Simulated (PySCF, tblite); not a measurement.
Isomers of C6H14OP2, one GFN2-xTB conformer each. Single-point energies are computed at PBE0/pcSseg-1 (PySCF, gas phase, no added dispersion term), electronic only.

Problem. Rank them by PBE0/pcSseg-1 energy, lowest first (kcal/mol).
A. `[CH2:1]=[CH:2][P@@:3](=[CH2:4])([CH2:5][PH2:6])[CH2:7][O:8][CH3:9]` with C1–C2–P3–C4 -96°, C2–P3–C5–P6 -82°, P3–C5–P6–H -163° and -70°, C2–P3–C7–O8 -79°, P3–C7–O8–C9 79°
B. `[CH3:1][O:2][CH2:3][P:4]([CH2:5][PH2:6])[CH:7]1[CH2:8][CH2:9]1` with C1–O2–C3–P4 180°, O2–C3–P4–C5 48°, C3–P4–C5–P6 -179°, P4–C5–P6–H -42° and 50°, C3–P4–C7–C8 -157°

Solution. B (0.0), A (41.3).

As drawn, the lower has a three-membered ring, which the higher lacks; the higher has a C=C bond outside aromatic rings, which the lower lacks. GFN2-xTB itself gives, in the same order: 0.0, 42.8. Both levels put the same isomer lowest.

Problem. Which frontier levels, dipoles and rotational constants go with these structures?

Solution. 
| SMILES | HOMO (eV, PBE0/pcSseg-1) | LUMO (eV) | dipole (D) | A, B, C (MHz) |
| --- | --- | --- | --- | --- |
| COCP(CP)C1CC1 | -6.86 | 0.64 | 2.58 | 1266, 824.4, 573.2 |
| C=C[P@@](=C)(CP)COC | -5.31 | -0.78 | 3.42 | 1473, 778.7, 745.0 |

Problem. What happens when harmonic zero-point energies from GFN2-xTB frequencies are added?

Solution. 
```
             SMILES  ZPE (kcal/mol)  electronic (kcal/mol)  with ZPE (kcal/mol)
      COCP(CP)C1CC1           115.5                    0.0                  0.0
C=C[P@@](=C)(CP)COC           112.0                   41.3                 37.9
```

The zero-point energies span 3.5 kcal/mol. The order is unchanged.
